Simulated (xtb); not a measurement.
Mg(SH)(SMe) (CH4MgS2), SMILES C[S][Mg][SH]. All values are semi-empirical tight-binding results from xtb (GFN2-xTB unless named), good for trends rather than for accurate numbers. Geometry: GFN2-xTB. The values are those of a single conformer.

The geometry has at least one imaginary mode, so it is a saddle point at that level.

For metal compounds this method's bond lengths and energies can be far off.

Question: Estimate the properties. (The exact figures need the calculation; the answer reports its results.)

Answer: 
The orbital gap comes out as 1.76 eV.
